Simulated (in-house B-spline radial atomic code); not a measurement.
The numbers below are computed, except where a source is named.
## Two electrons in Si: a spherical dot of radius 7.98 nm with hard walls

For Si the NSM archive of the Ioffe Institute lists m_l = 0.98 m0, m_t = 0.19 m0 and ε = 11.7; the model takes one isotropic valley with the conductivity mass 3/(1/m_l + 2/m_t) = 0.26 m0, and so misses anisotropy and the other valleys. All triplets below are those of one valley; with several valleys two electrons can form a triplet in the 1s orbital itself, at an energy set by the valley splitting.

Effective-mass model with parabolic bands, a uniform dielectric constant, no image charges, no central-cell or spin-orbit terms. Two-electron levels come from full CI in B-splines with partial waves to l = 5 (up to 0.001 effective hartree above the limit).

Question: What are the effective units, and what is the potential in them?

Answer: Ha* = 27211.386 meV × 0.26/11.7² = 51.68 meV and a* = 0.0529177 nm × 11.7/0.26 = 2.381 nm. The radius is R = 3.35 a*. The one-electron levels are π²/2R² = 0.4397 and 4.4934²/2R² = 0.8996 Ha*.

In these units the lowest s and p orbitals lie at 0.439724 and 0.899565, and their Coulomb and exchange integrals are J_ss = 0.533156, J_sp = 0.483486 and K_sp = 0.1074. (For an empty sphere J_ss = 1.786/R.) Full CI gives 1.357145 for the ground singlet, 1.702718 for the sp triplet, 1.869109 for the sp singlet and 2.632239 for the lowest triplet of two s orbitals.

Question: What does it cost to add the second electron, to first order and exactly?

Answer: To first order E = 2ε_s + J_ss = 1.412604, so the charging energy E(2) − 2E(1) is J_ss = 27.56 meV. CI gives 1.357145 − 2 × (0.439724) = 0.477697, or 24.69 meV: relaxation and correlation lower it by 2.866 meV, 10.4 % of J_ss. The s² configuration of one-electron orbitals holds 96.0 % of the state, and the mean radius is 4.19 nm.

Question: How far above the singlet do the triplets lie?

Answer: To first order the sp triplet lies at ε_s + ε_p + J_sp − K_sp = 1.715415, which is 15.65 meV above 2ε_s + J_ss. CI gives 1.702718 − (1.357145) = 0.345573, or 17.86 meV, 75 % of the orbital spacing of 23.77 meV. The ss triplet lies 65.9 meV up, so the lower of the two is the sp one, and its gap equals k_BT at 207 K. The sp singlet-triplet splitting is 8.6 meV, against 2K_sp = 11.1 meV.
